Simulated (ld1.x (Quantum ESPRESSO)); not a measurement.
**Before and after: ultrasoft potential for P (Z = 15)**

ld1.x (Quantum ESPRESSO) 7.5 input, shortened:

```
&input
   title='P', zed=15., rel=1, dft='PBE', iswitch=3,
   config='[Ne] 3s1 3p4'
 /
 &inputp
   pseudotype=3, tm=.true., lloc=-1, rcloc=1.80,
   nlcc=.true., new_core_ps=.true.
 /
4
3S  1  0   1.00   0.00  1.65  2.00  0.0
3S  1  0   0.00   1.25  1.65  2.00  0.0
3P  2  1   4.00   0.00  1.45  1.90  0.0
3P  2  1   0.00   0.65  1.45  1.90  0.0
 &test
   configts(1)='3s1 3p4'
 /
```

All-electron outer shells of the reference configuration (PBE, scalar-relativistic, ld1.x):

```json
{"shell": "2s", "level (eV)": "-175.53", "outermost node (bohr)": "0.14", "outermost maximum (bohr)": "0.42"}
{"shell": "2p", "level (eV)": "-126.02", "outermost node (bohr)": "–", "outermost maximum (bohr)": "0.36"}
{"shell": "3s", "level (eV)": "-14.68", "outermost node (bohr)": "0.65", "outermost maximum (bohr)": "1.58"}
{"shell": "3p", "level (eV)": "-6.07", "outermost node (bohr)": "0.64", "outermost maximum (bohr)": "1.81"}
```

Change: reference 3s2 3p3.

Cutoffs: the cutoffs (Ry, on a coarse ladder) from which the occupation-weighted sum of valence levels, in a spherical-Bessel basis at the reference potential, stays within 10 and 1 mRy of its value at 400 Ry; they do not see the model core or the augmentation charge, which bear on the density cutoff. Errors are all-electron minus pseudo energies relative to the spin-unpolarised reference configuration.

**Question.** What does the change do?

**Answer.** The potential gets softer (15 Ry and 21 Ry → 12 Ry and 21 Ry); neither file shows a bound ghost.

```csv
quantity,base,changed
"cutoff, loose",15 Ry,12 Ry
"cutoff, tight",21 Ry,21 Ry
bound ghosts,none,none
"largest error over its own tests, meV",+98,+93
s: phases at 2.19 bohr within 0.05 rad from the reference energy up to (Ry; the scan ends near 5),4.0,4.1
p: phases at 2.19 bohr within 0.05 rad from the reference energy up to (Ry; the scan ends near 5),5.0,to the end of the scan
lowest overlap eigenvalue by channel,"s 0.44, p 0.78","s 0.44, p 0.78"
```
